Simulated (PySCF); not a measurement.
C6H5O, multiplicity 2. Atoms are numbered in the order given.

```xyz
12

O      0.1201    -2.2253     0.0000
C      0.0298    -0.8771     0.0000
C      1.2271    -0.1496     0.0000
C      1.1977     1.2470     0.0000
C     -0.0387     1.8560     0.0000
C     -1.2427     1.1913     0.0000
C     -1.2004    -0.2086     0.0000
H     -0.7654    -2.6032     0.0000
H      2.1718    -0.6978     0.0000
H      2.1296     1.8188     0.0000
H     -2.2023     1.7151     0.0000
H     -2.1321    -0.7844     0.0000
```
Charge 0, spin multiplicity 2.

The structure is a stationary point at PBE0-D3(BJ)/def2-SVP. The isomer is the one that the SMILES or the coordinates give; other isomers of the formula were not compared. One conformer was computed; it need not be the lowest.

Calculation: r2SCAN/def2-TZVP run with PySCF.

Atomic charges (e):

```json
[
 {"atom": "O1", "meta-Löwdin": "-0.46", "Löwdin": "0.10", "Mulliken spin": "-0.01"},
 {"atom": "C2", "meta-Löwdin": "0.22", "Löwdin": "-0.29", "Mulliken spin": "-0.06"},
 {"atom": "C3", "meta-Löwdin": "-0.16", "Löwdin": "-0.12", "Mulliken spin": "0.09"},
 {"atom": "C4", "meta-Löwdin": "-0.13", "Löwdin": "-0.16", "Mulliken spin": "-0.08"},
 {"atom": "C5", "meta-Löwdin": "-0.04", "Löwdin": "-0.01", "Mulliken spin": "0.97"},
 {"atom": "C6", "meta-Löwdin": "-0.13", "Löwdin": "-0.16", "Mulliken spin": "-0.08"},
 {"atom": "C7", "meta-Löwdin": "-0.18", "Löwdin": "-0.14", "Mulliken spin": "0.09"},
 {"atom": "H8", "meta-Löwdin": "0.35", "Löwdin": "0.19", "Mulliken spin": "0.00"},
 {"atom": "H9", "meta-Löwdin": "0.13", "Löwdin": "0.15", "Mulliken spin": "0.01"},
 {"atom": "H10", "meta-Löwdin": "0.14", "Löwdin": "0.15", "Mulliken spin": "0.02"},
 {"atom": "H11", "meta-Löwdin": "0.13", "Löwdin": "0.15", "Mulliken spin": "0.02"},
 {"atom": "H12", "meta-Löwdin": "0.11", "Löwdin": "0.14", "Mulliken spin": "0.01"}
]
```

Computed Mayer and Wiberg (Löwdin basis) orders of the bonds:
| bond | Mayer | Wiberg |
|---|---|---|
| O1–C2 | 1.12 | 1.68 |
| C2–C3 | 1.39 | 1.48 |
| C3–C4 | 1.39 | 1.58 |
| C4–C5 | 1.47 | 1.69 |
| C5–C6 | 1.50 | 1.70 |
| C2–C7 | 1.36 | 1.50 |
| C6–C7 | 1.37 | 1.56 |
| O1–H8 | 0.88 | 0.99 |
| C3–H9 | 0.96 | 0.82 |
| C4–H10 | 0.96 | 0.82 |
| C6–H11 | 0.95 | 0.82 |
| C7–H12 | 0.96 | 0.82 |
